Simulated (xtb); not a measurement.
Cl4Zr (SMILES [Cl][Zr]([Cl])([Cl])[Cl]), singlet, at a GFN2-xTB geometry (such geometries of metal compounds can be far from the true shape).

The xtb input:
```
$ xtb mol.xyz --gfn 1 --json

# file mol.xyz
5

Zr    -0.00000000     0.00000000     0.00000000
Cl     1.79919529    -0.56519177    -1.22978742
Cl     0.64651622     0.46587134     2.10568355
Cl    -0.98544887     1.81277582    -0.90092002
Cl    -1.46026264    -1.71345538     0.02502389
```

**Question.** What is the computed HOMO-LUMO gap (xtb with GFN1-xTB)?

**Answer.** 3.45 eV

**Question.** What total energy does GFN1-xTB give?

**Answer.** -18.6706 Eh

**Question.** What partial charges in atom order does GFN1-xTB give?

**Answer.** Zr1 1.25, Cl2 -0.31, Cl3 -0.31, Cl4 -0.31, Cl5 -0.31

**Question.** Predict the dipole moment from GFN1-xTB.

**Answer.** 0.00 D
